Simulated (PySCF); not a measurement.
**Ni₂S: fields on a plane**

Computed with PySCF, UB3LYP, basis S def2-SVP, Ni def2-SVP (no relativity, density fitting).

The triplet minimum has Ni–Ni 2.510 Å, S–Ni 2.110 Å (×2); Ni–Ni–S 53.5° (×2), Ni–S–Ni 73.0°.

The plane holds S1 at (0.00, 0.00), Ni2 at (2.11, 0.00), Ni3 at (0.62, 2.02) Å. Columns run from x = -1.95 to 4.35 Å, rows from y = 4.35 (top) to -1.95 Å, in steps of 0.3 Å. Other isomers or separated fragments may lie lower.

Q: Give the spin density (e/Å³) (cut at ±0.5 e/Å³). Lower edges of the bins (e/Å³): '0' -0.041, '1' 0.013, '2' 0.067, '3' 0.121, '4' 0.175, '5' 0.229, '6' 0.284, '7' 0.338, '8' 0.392, '9' 0.446; top 0.50.

A: 
```
0000000000000000000000
0000000000000000000000
0000000000000000000000
0000000000000000000000
0000000000000000000000
0000000011100000000000
0000001334210000000000
0000014999931000000000
0000014999961000000000
0000012599931000000000
0000000111110000000000
0000000000000000000000
0000000000000000000000
0000000000000110000000
0000000000014833100000
0000000000014554110000
0000000000000110000000
0000000000000000000000
0000000000000000000000
0000000000000000000000
0000000000000000000000
0000000000000000000000
```

Q: Give the electron density (e/Å³) (cut at 5 e/Å³). Lower edges of the bins (e/Å³): '0' 0.000, '1' 0.030, '2' 0.076, '3' 0.151, '4' 0.268, '5' 0.455, '6' 0.750, '7' 1.218, '8' 1.960, '9' 3.136; top 5.00.

A: 
```
0000000000000000000000
0000000000000000000000
0000000000000000000000
0000000000000000000000
0000011222110000000000
0000113455421000000000
0000124799742100000000
0000136999963210000000
0001236999973210000000
0001235999953211000000
0011234678643322100000
0012345555444443210000
0013456665445775320000
0124568866558999521000
0124689986569999631000
0124689986569999621000
0124568876558999520000
0013456654445775310000
0012344443223333210000
0001122222111221100000
0000011111100000000000
0000000000000000000000
```

Other spin states or occupations of the open shell can lie lower.
